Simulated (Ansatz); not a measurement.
`O=C[SiH]([SiH3])[SiH3]` → `O=C[SiH2][SiH3]` + `[SiH2]`  (silylene loss)

Calculated with Ansatz (gas phase, PBE0-D4/def2-TZVP geometries, no zero-point term in ΔE). CCSD(T)/CBS is the MP2 limit (def2-TZVPP, def2-QZVPP) plus CCSD(T) − MP2 in def2-TZVPP, frozen cores. This one scheme is used for every species. DFT in def2-TZVPP. B3LYP here is the variant with VWN-RPA as its local correlation; programs differ in this. Each species was taken in one conformer, which may not be the lowest.

```csv
level,ΔE (eV),difference from CCSD(T)/CBS
PBE-D4,2.73,0.16
B3LYP-D4,2.54,-0.03
ωB97X-V,2.67,0.10
ωB97M-V,2.48,-0.09
B2PLYP,2.48,-0.09
PBE,2.62,0.05
PBE0,2.69,0.12
MP2/def2-TZVPP,2.67,0.10
SCS-MP2/def2-TZVPP,2.52,-0.05
CCSD/def2-TZVPP,2.43,-0.14
CCSD(T)/def2-TZVPP,2.50,-0.07
HF/def2-QZVPP,2.25,-0.32
MP2/def2-QZVPP,2.71,0.14
SCS-MP2/def2-QZVPP,2.56,-0.01
MP2/CBS(def2),2.74,0.17
CCSD/CBS(def2),2.50,-0.07
CCSD(T)/CBS,2.57,0
```

Largest T1 diagnostic among the species: 0.016.

In def2-TZVPP, CCSD(T) changes the Hartree–Fock value by +0.25 eV (the triples alone add +0.07 eV) and MP2 by +0.42 eV. From PBE to PBE0 (25 % exact exchange), in def2-TZVPP and without D4, ΔE moves by +0.06 eV.
